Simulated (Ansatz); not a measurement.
This geometry of AlCl₂F₂H (6 atoms, charge 0, multiplicity 1) is a first-order saddle point.

All numbers below come from RKS BHLYP/def2-SVP in Ansatz 0.2.0.

```xyz
6
Properties=species:S:1:pos:R:3
Al 0.128 -0.272 -0.012
F 0.140 0.042 1.736
Cl 1.816 0.363 -1.028
F -1.380 -0.072 -0.627
Cl 0.327 -2.383 0.914
H 0.235 -1.193 1.817
```

(1) Which two structures does it join? (They come from a converged band through this point; their orientation in space is the band's.)

(2) How far does it lie above each of them?

Results:

(1) Bonds broken: Cl5–H6. Bonds formed: F2–H6.

Image 0:

```xyz
6
Properties=species:S:1:pos:R:3
Al 0.098 -0.005 0.037
F 0.090 0.442 1.633
Cl 1.800 0.348 -1.096
F -1.356 -0.132 -0.719
Cl 0.338 -2.364 0.891
H 0.297 -1.804 2.053
```

Image 8:

```xyz
6
Properties=species:S:1:pos:R:3
Al 0.146 -0.527 -0.143
F 0.157 -0.021 1.765
Cl 1.792 0.460 -0.942
F -1.370 -0.031 -0.548
Cl 0.338 -2.549 0.463
H 0.204 -0.846 2.204
```

(2) 7.0 kcal/mol above the first and 8.8 kcal/mol above the second. This is the barrier of this one path; another mechanism may lie lower. The orbitals stay closed-shell, which can raise the energy where a bond breaks towards radicals; this wasn't checked here.

Run time: 120 s on 2 threads of Arm Neoverse V1, with other jobs on the host, peak memory 0.2 GiB.
